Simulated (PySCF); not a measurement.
**Gas-phase XPS of AsAs3SSeSe nortricyclane, computed**

Compound: AsAs3SSeSe nortricyclane, As4SSe2.
Structure used (PBE0-D3(BJ)/def2-SVP), in Å, numbered top down from 1:
```xyz
7
As4SSe2 angstrom
As    -1.2126    1.2947    0.6537
S     -0.0320    0.0701    2.1056
As     1.2426   -1.2993    0.9085
As     1.6906   -0.0051   -1.1529
Se     0.5582    2.0056   -0.7531
As    -0.1074   -1.7059   -1.1246
Se    -2.0474   -0.4621   -0.7057
```

Level of theory: delta-SCF UKS SCAN, pcX-2 on the ionised atom, pcseg-1 elsewhere, spin-free X2C (PySCF). Binding energies are ΔSCF values: E(core-ionised, relaxed orbitals) − E(ground state) at a fixed geometry, referred to the vacuum level.

Task: List the computed XPS lines with their assignment.

Result: 
```
atom(s)            environment  level  binding energy (eV)  count
     S2  sulfur bonded to 2 As   S 1s              2476.65      1
```

Task: Which photon wavelength matches the S 1s of S2 threshold?

Result: λ = hc/E = 12398.42 eV Å / 2476.65 eV = 5.006 Å.

Not every level is listed. No level of arsenic or selenium is listed. One conformer (not necessarily the lowest) at the PBE0-D3(BJ)/def2-SVP geometry, without solvent, vibrations or thermal averaging.

Time: 24 s of wall time; peak memory 0.56 GiB. Hardware: an Arm Neoverse V1 with one thread, no GPU, shared host with 32 logical CPUs at a one-minute load of 30.
